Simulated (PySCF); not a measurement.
BH5O3Si, SMILES O([SiH3])B(O)O. Heavy atoms are numbered as in [B:1]([OH:2])([OH:4])[O:6][SiH3:7]. Hydrogens are named by the atom that carries them.

Coordinates come from a PBE0-D3(BJ)/def2-SVP optimisation. Other conformers were not sampled.

Level of theory: PySCF with PBE/pcSseg-1.

GIAO shieldings, no solvent; atoms alike by connectivity are averaged. δ = σ(ref) − σ: ¹¹B against BF3 (σ = 83.9 ppm); ¹⁷O against H2O (σ = 334.3 ppm); ¹H against TMS (σ = 31.49 ppm); ²⁹Si against TMS (σ = 335.4 ppm), references at their B3LYP-D3(BJ)/def2-TZVP geometries, non-relativistic.

| nucleus | atoms | count | δ (ppm) |
|---|---|---|---|
| ¹¹B | B1 | 1 | 5.1 |
| ¹⁷O | O2 (OH) | 2 | 97.8 |
| ¹⁷O | O6 | 1 | 66.2 |
| ¹H | H on Si7 | 3 | 5.38 |
| ¹H | H on O2 | 2 | 2.46 |
| ²⁹Si | Si7 (SiH3) | 1 | -36.1 |
